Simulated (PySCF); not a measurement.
fluorine atom (F), doublet; PBE0/6-31G (PySCF).

PySCF was given this input:
```python
from pyscf import gto, scf, dft

mol = gto.M(
    atom='''
F     0.00000000    0.00000000    0.00000000
''',
    basis='6-31g',
    spin=1,
    verbose=4,
)

mf = dft.UKS(mol)
mf.xc = 'pbe0'
mf.grids.level = 0
mf.kernel()
```

Problem. Write the output that PySCF gives for this input, abridged.

Solution. 
```
PySCF version 2.14.0

[INPUT] verbose = 4
[INPUT] num. atoms = 1
[INPUT] num. electrons = 9
[INPUT] charge = 0
[INPUT] spin (= nelec alpha-beta = 2S) = 1
[INPUT] symmetry False subgroup None
[INPUT] Mole.unit = angstrom
[INPUT] Symbol           X                Y                Z      unit          X                Y                Z       unit  Magmom
[INPUT]  1 F      0.000000000000   0.000000000000   0.000000000000 AA    0.000000000000   0.000000000000   0.000000000000 Bohr   0.0

nuclear repulsion = 0
number of shells = 5
number of NR pGTOs = 22
number of NR cGTOs = 9
basis = 6-31g
ecp = {}

******** <class 'pyscf.dft.uks.UKS'> ********
method = UKS
initial guess = minao
damping factor = 0
level_shift factor = 0
DIIS = <class 'pyscf.scf.diis.CDIIS'>
diis_start_cycle = 1
diis_space = 8
diis_damp = 0
SCF conv_tol = 1e-09
SCF conv_tol_grad = None
SCF max_cycles = 50
direct_scf = True
direct_scf_tol = 1e-13
number electrons alpha = 5  beta = 4
XC library pyscf.dft.libxc version 7.1.2
    S. Lehtola, C. Steigemann, M. J. T. Oliveira, and M. A. L. Marques,  SoftwareX 7, 1–5 (2018)
XC functionals = pbe0
    C. Adamo and V. Barone,  J. Chem. Phys. 110, 6158 (1999)
    M. Ernzerhof and G. E. Scuseria,  J. Chem. Phys. 110, 5029 (1999)
radial grids:
    Treutler-Ahlrichs [JCP 102, 346 (1995); DOI:10.1063/1.469408] (M4) radial grids

becke partition: Becke, JCP 88, 2547 (1988); DOI:10.1063/1.454033
pruning grids: <function nwchem_prune>
grids dens level: 0
symmetrized grids: False
atomic radii adjust function: <function treutler_atomic_radii_adjust>
small_rho_cutoff = 0
Set gradient conv threshold to 3.16228e-05
tot grids = 1088
init E= -99.4972812788188

cycle= 1 E= -99.6154794972404  delta_E= -0.118  |g|= 0.0582  |ddm|= 0.629
cycle= 2 E= -99.6167322903704  delta_E= -0.00125  |g|= 0.0309  |ddm|= 0.0566
cycle= 3 E= -99.617030501189  delta_E= -0.000298  |g|= 0.00878  |ddm|= 0.0216
cycle= 4 E= -99.6170603290217  delta_E= -2.98e-05  |g|= 0.000535  |ddm|= 0.00654
cycle= 5 E= -99.6170605437732  delta_E= -2.15e-07  |g|= 3.98e-05  |ddm|= 0.000692
cycle= 6 E= -99.6170605525298  delta_E= -8.76e-09  |g|= 3.04e-05  |ddm|= 0.000144
cycle= 7 E= -99.6170605609592  delta_E= -8.43e-09  |g|= 3.03e-05  |ddm|= 0.000143
cycle= 8 E= -99.6170617217786  delta_E= -1.16e-06  |g|= 8.1e-05  |ddm|= 0.0307
cycle= 9 E= -99.6170610000234  delta_E= 7.22e-07  |g|= 2.88e-05  |ddm|= 0.0225
cycle= 10 E= -99.6170617946046  delta_E= -7.95e-07  |g|= 6.73e-05  |ddm|= 0.0289
cycle= 11 E= -99.6170617713384  delta_E= 2.33e-08  |g|= 6.71e-05  |ddm|= 0.0032
cycle= 12 E= -99.6170617865087  delta_E= -1.52e-08  |g|= 3.63e-05  |ddm|= 0.00134
cycle= 13 E= -99.6170617878714  delta_E= -1.36e-09  |g|= 6.69e-05  |ddm|= 0.000326
cycle= 14 E= -99.6170617429653  delta_E= 4.49e-08  |g|= 5.83e-05  |ddm|= 0.00224
cycle= 15 E= -99.6170612712363  delta_E= 4.72e-07  |g|= 0.00016  |ddm|= 0.0348
cycle= 16 E= -99.6170612520936  delta_E= 1.91e-08  |g|= 0.000169  |ddm|= 0.00316
cycle= 17 E= -99.6170612294192  delta_E= 2.27e-08  |g|= 0.000153  |ddm|= 0.00497
cycle= 18 E= -99.617061223435  delta_E= 5.98e-09  |g|= 0.00012  |ddm|= 0.00317
cycle= 19 E= -99.6170612044294  delta_E= 1.9e-08  |g|= 0.000146  |ddm|= 0.00602
cycle= 20 E= -99.6170612087499  delta_E= -4.32e-09  |g|= 0.000133  |ddm|= 0.00112
cycle= 21 E= -99.6170613849024  delta_E= -1.76e-07  |g|= 1.82e-05  |ddm|= 0.0272
cycle= 22 E= -99.6170612051299  delta_E= 1.8e-07  |g|= 0.000117  |ddm|= 0.0279
cycle= 23 E= -99.6170612259502  delta_E= -2.08e-08  |g|= 2.02e-05  |ddm|= 0.008
cycle= 24 E= -99.6170612141497  delta_E= 1.18e-08  |g|= 3.23e-05  |ddm|= 0.0108
cycle= 25 E= -99.6170612126869  delta_E= 1.46e-09  |g|= 1.64e-05  |ddm|= 0.00297
cycle= 26 E= -99.6170612126326  delta_E= 5.43e-11  |g|= 2.47e-06  |ddm|= 0.00164
Extra cycle  E= -99.6170612126358  delta_E= -3.17e-12  |g|= 1.29e-06  |ddm|= 2.53e-06
converged SCF energy = -99.6170612126358  <S^2> = 0.75039506  2S+1 = 2.000395
```
